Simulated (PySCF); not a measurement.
# What a mistake does to a calculation on AlBF2H3 anion

All numbers below are calculated, not measured. They come from PySCF 2.14.0, an open-source quantum chemistry program, on an isolated molecule that a program drew, which may never have been made. The molecule is AlBF2H3 anion (charge -1, singlet), drawn as the SMILES string `F[BH][AlH2-][F]`.

Each row is a Hartree-Fock (HF) and frozen-core CCSD(T) single point in the aug-cc-pV(D+d)Z basis, meant for a local HF minimum. Run 1 is clean. Each other run has one planted mistake out of seven kinds, and not every kind appears here: one electron removed, one electron added, multiplicity raised by two, geometry at a saddle point, minimal basis STO-3G, one bond length entered in bohr, all coordinates scaled. The reference is restricted for singlets and unrestricted otherwise, and also for a bond in bohr. Adding or removing an electron swaps singlet and doublet. Electrons count all cores. HOMO and LUMO are orbital energies over both spins, the gradient is its largest component, and the lowest frequency (negative if imaginary) is given only where the gradient is small. Bond lengths are over the 6 bonds as drawn. T1 is the CCSD diagnostic: over 0.02 (restricted) or 0.045 (unrestricted) a single reference is doubtful.

Geometry of the clean run:
```xyz
7
AlBF2H3 anion, angstrom
F     1.1523   -0.4326    1.6287
B     0.6754   -0.4414    0.3359
Al   -1.4103   -0.9801   -0.1571
F    -1.5911   -0.8675   -1.8574
H     1.5830   -0.1120   -0.4245
H    -2.4541    0.0650    0.5561
H    -1.7288   -2.5205    0.3077
```

```
run,electrons,basis functions,<S^2>,HOMO (eV),LUMO (eV),gradient (hartree/bohr),lowest frequency (cm^-1),mean bond (Å),longest bond (Å),T1,HF (hartree),CCSD(T) (hartree),mistake
1,40,128,0.000,-4.75,3.35,1.4e-05,40,1.6351,2.210,0.0151,-467.38644,-468.02088,no fault
2,40,128,0.000,-5.02,3.36,4.0e-02,-,1.7234,2.329,0.0160,-467.37260,-468.01255,all coordinates scaled
3,40,27,0.000,-0.43,13.84,4.6e-02,-,1.6351,2.210,0.0156,-461.12114,-461.25351,minimal basis STO-3G
4,40,128,2.009,-2.32,3.33,5.0e-02,-,1.6351,2.210,0.0204,-467.30276,-467.92385,?
```

**Which mistake was planted in run 4, and what did it cost?**

Electrons, basis and geometry are unchanged, and <S^2> is 2.009, beside S(S+1) = 2.00 for a multiplicity of 3. So the mistake is: multiplicity raised by two. Subtracting run 1 and multiplying by 627.51 kcal/mol a hartree, the energy moved by 52.5 kcal/mol in HF and 60.9 kcal/mol in CCSD(T).

